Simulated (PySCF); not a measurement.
Point-charge models of `CC[Si@H](O)C([SiH3])[SiH3]` against its computed dipole.

Coordinates (PBE0-D3(BJ)/def2-SVP, Å) and charges (e) from the PBE0/pcSseg-1 density (PySCF):

```tsv
atom	x	y	z	Mulliken	IAO	Hirshfeld	ESP-fitted
C1	-3.054	-0.318	-0.321	-0.2911	-0.4013	-0.1119	-0.3372
C2	-1.622	-0.706	0.038	-0.6084	-0.5474	-0.1572	+0.0770
Si3	-0.467	0.755	0.190	+1.0280	+1.1298	+0.4044	+0.5500
O4	-0.467	1.494	-1.310	-0.5712	-0.7847	-0.3035	-0.6861
C5	1.283	0.241	0.680	-1.1217	-0.9616	-0.2854	-0.4856
Si6	2.439	1.724	0.739	+0.4419	+0.5791	+0.2966	+0.3198
Si7	1.969	-1.153	-0.388	+0.4623	+0.5788	+0.2989	+0.3888
H8	-3.502	0.328	0.451	+0.1171	+0.1341	+0.0383	+0.0839
H9	-3.702	-1.201	-0.427	+0.1213	+0.1386	+0.0394	+0.0758
H10	-3.085	0.237	-1.270	+0.1296	+0.1447	+0.0407	+0.1033
H11	-1.589	-1.265	0.991	+0.1426	+0.1431	+0.0393	-0.0144
H12	-1.205	-1.389	-0.723	+0.1629	+0.1459	+0.0402	+0.0338
H13	-0.965	1.713	1.234	-0.0988	-0.1616	-0.0937	-0.1499
H14	-0.001	2.330	-1.393	+0.2519	+0.3607	+0.1657	+0.4310
H15	1.217	-0.142	1.717	+0.2040	+0.1715	+0.0472	+0.1668
H16	3.809	1.337	1.196	-0.0566	-0.1048	-0.0740	-0.0744
H17	1.902	2.772	1.662	-0.0608	-0.1103	-0.0780	-0.0892
H18	2.560	2.334	-0.624	-0.0693	-0.1228	-0.0786	-0.0883
H19	1.223	-2.425	-0.137	-0.0675	-0.1120	-0.0758	-0.1213
H20	1.843	-0.802	-1.835	-0.0454	-0.1075	-0.0737	-0.0840
H21	3.415	-1.395	-0.085	-0.0710	-0.1122	-0.0787	-0.0997
```

Q: Form Σ q r in debye for every column and set it beside the full dipole.

A: The full density gives (0.01, 0.14, 0.98) D, 0.99 D in size; dipole vectors point from the negative to the positive end.

```csv
scheme,μx,μy,μz,size (D),share of the full size (%),angle to the full dipole (°)
Mulliken,-0.21,0.97,0.52,1.12,113,54
IAO,0.78,0.69,1.62,1.92,194,27
Hirshfeld,-0.01,0.19,0.43,0.47,47,15
ESP-fitted,0.02,0.16,0.98,0.99,100,1
```

Q: Which set comes closest?

A: Length of the difference vector: ESP-fitted 0.02 D, Hirshfeld 0.55 D, Mulliken 0.98 D, IAO 1.14 D. Closest: ESP-fitted. ESP charges are fitted to the potential around the molecule, whose slowest-falling term is the dipole's. The schemes that divide the density aren't constrained to reproduce the dipole.

Q: What is left for the Hirshfeld atoms' own dipoles?

A: The Hirshfeld atoms' densities add up to the full density, so μ = Σ q r + Σ (atomic dipoles). The atomic dipoles sum to (0.01, 0.14, 0.98) − (-0.01, 0.19, 0.43) = (0.02, -0.05, 0.55) D, 0.55 D in size.

Q: With the origin at the mean of the coordinates, (0.095, 0.213, 0.018) Å, which are the largest single terms, by size, of the Hirshfeld dipole along the direction of the full one?

A: O4 +1.66, Si6 +1.36, C5 -0.92, H14 -0.87, Si7 -0.82 D; all 21 atoms together +0.45 D. The single terms depend on the origin, their sum doesn't.

Q: Give the size of the full dipole in other units.

A: 0.99 D = 0.391 au = 0.207 e·Å = 3.31 × 10⁻³⁰ C·m.

One conformer (not necessarily the lowest) at the PBE0-D3(BJ)/def2-SVP geometry, without solvent, vibrations or thermal averaging.

Shape of the structure used: `[CH3:1][CH2:2][Si@H:3]([OH:4])[CH:5]([SiH3:6])[SiH3:7]`: C1–C2–Si3–O4 -61°, C2–Si3–C5–Si6 177°, H–O4–Si3–C2 173°.
